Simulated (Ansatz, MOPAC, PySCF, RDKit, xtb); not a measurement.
Torsion H4–Se1–B2–Se3 in BH3Se2 (SMILES [SeH]B[SeH]); at each angle all else is relaxed with GFN2-xTB, and the levels are single points there.
Geometry at 0° (charge 0, multiplicity 1):
| atom | x (Å) | y (Å) | z (Å) |
|---|---|---|---|
| Se | -1.7815 | -0.1424 | -0.6846 |
| B | -0.2985 | 0.8426 | -0.0324 |
| Se | 0.4435 | 0.5427 | 1.6964 |
| H | -2.0051 | -0.9953 | 0.4632 |
| H | 0.1573 | 1.6563 | -0.7368 |
| H | 1.4907 | 1.5283 | 1.6428 |

On the grid 0° to 330°, 90° is the highest and 0° the lowest point at MP2/CBS(cc-pVTZ, cc-pVQZ) + ΔCCSD(T)/cc-pVTZ.

The state that PM7 reach isn't checked; PM7 holds dispersion and hydrogen-bond terms.

The values were computed with Ansatz (Gaussian orbitals); MOPAC for PM7 (differences of heats of formation); PySCF for the dispersion terms; RDKit for the force fields; xtb for the GFN methods. Values without a source in brackets are computed.

### Question
One of these levels gives 12.86 kcal/mol for the energy at 90° less that at 0°. Which one is it?
A. GFN2-xTB
B. UFF
C. r2SCAN-D4/def2-TZVPP
D. PM7

### Answer
C, r2SCAN-D4/def2-TZVPP. The others give -7.38 (UFF), 8.34 (PM7), 10.28 (GFN2-xTB)

Ansatz is a quantum-chemistry and plane-wave program.
